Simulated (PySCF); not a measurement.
Gas-phase reaction: GaOH + GaBr3 ⇌ 2 GaBr + O + HBr. Level: ωB97M-V/def2-TZVP†; standard pressure 1 bar.

Energies from PySCF, thermal terms from the rigid-rotor harmonic-oscillator model, ideal gas at 1 bar. † marks an energy on the PBE0/def2-TZVP geometry and frequencies. Open shells (unrestricted): O (multiplicity 3, electronic degeneracy 9); the rest are closed-shell singlets. Spin-orbit splitting is ignored; it lowers the true energy and changes the entropy of O. Br, Ga: all electrons, no relativistic terms. GaOH: computed as isolated molecules; such fragments, hydroxides, amides, oligomers or adducts are transient or little studied in the gas. The harmonic model lacks anharmonicity and excited electronic states, which grow with temperature; levels with a mode under 35 cm⁻¹ are left out. Soft modes under 120 cm⁻¹ make the harmonic entropy rough for GaBr3.

```
T (K)  1000/T (1/K)  log10 K
-----  ------------  -------
1000         1.0000   -19.07
1200         0.8333   -13.71
1400         0.7143    -9.88
1600         0.6250    -7.02
1800         0.5556    -4.79
2000         0.5000        ?
```

Fit log10 K = a + b·(1000/T) to the five rows, get the mean ΔH° and ΔS°, and predict log10 K at 2000 K.

Means: 1000/T = 0.7456, log10 K = -10.894. Sums of products about the means: Sxy = -3.98564, Sxx = 0.124035, so b = Sxy/Sxx = -32.13 and a = -10.894 − (-32.13)×0.7456 = 13.06.
ΔH° = −R ln 10 × 1000 K × b = −19.145 × (-32.13) = 615 kJ; ΔS° = R ln 10 × a = 250 J/K. The run's own values go from 617 kJ and 252 J/K at 1000 K to 611 kJ and 248 J/K at 2000 K.
Prediction at 2000 K: 13.06 + (-32.13)×0.5000 = -3.01. The computed value is -3.02, 0.01 from the line.
For scale, ΔH°(298 K) is 620 kJ at this level, 635 kJ at ωB97X-V/def2-TZVP†, and runs from 359 to 1009 kJ over the 19 levels computed.
